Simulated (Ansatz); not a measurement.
In₄H₄Se₄⁺, that is (HInSe)4 cubane with one electron fewer, relaxed as a doublet with UKS PBE-D4/def2-SVP in Ansatz, starting from the PBE-D4/def2-SVP geometry of the neutral singlet. Force threshold 0.03 eV/Å.

In the def2 sets In takes a core potential; there is no spin–orbit coupling.

Start:

```tsv
atom	x (Å)	y (Å)	z (Å)
In1	-0.209	-1.344	1.709
H2	-0.375	-2.407	3.062
Se3	-0.167	-2.339	-0.804
In4	-1.743	-0.200	-1.302
H5	-3.121	-0.357	-2.334
Se6	-2.049	0.586	1.266
In7	0.147	2.061	0.709
H8	0.263	3.691	1.272
Se9	1.978	0.227	1.477
In10	1.805	-0.517	-1.116
H11	3.233	-0.927	-2.000
Se12	0.238	1.526	-1.939
```

**Question.** Estimate the energy that the relaxation releases and the steps that it takes.

**Answer.** 0.27 eV, in 21 steps; 93 s on 2 threads of AMD EPYC 7R13 on a shared host and a share (18 GiB) of an NVIDIA H100 80GB HBM3. The force fell under the threshold at step 5, but the optimiser went on and released 0.113 eV more. No frequencies were taken in this run, so the end may be a saddle point.

**Question.** Does the start keep its bonding and symmetry?

**Answer.** By distances, no bond broke or formed. The bond that changes most is In4–Se6, from 2.70 to 2.76 Å (atoms count from 1). Point group Td at the start, C2v at the end, both within 0.05 Å; within 0.015 Å the end is Cs.

**Question.** Predict the relaxed structure.

**Answer.** 
Cartesian coordinates in Å:
```
In -0.238 -1.689 1.669
H -0.402 -2.688 3.047
Se -0.165 -2.369 -0.893
In -1.735 -0.197 -1.291
H -3.237 -0.281 -2.116
Se -1.752 0.582 1.354
In 0.184 2.328 0.489
H 0.290 3.920 1.106
Se 1.679 0.275 1.537
In 1.798 -0.513 -1.103
H 3.338 -0.870 -1.770
Se 0.241 1.502 -2.030
```
Bond lengths (bridged metal pairs left out): 12 × In–Se 2.65 to 2.76 Å; 4 × H–In 1.71 to 1.72 Å.
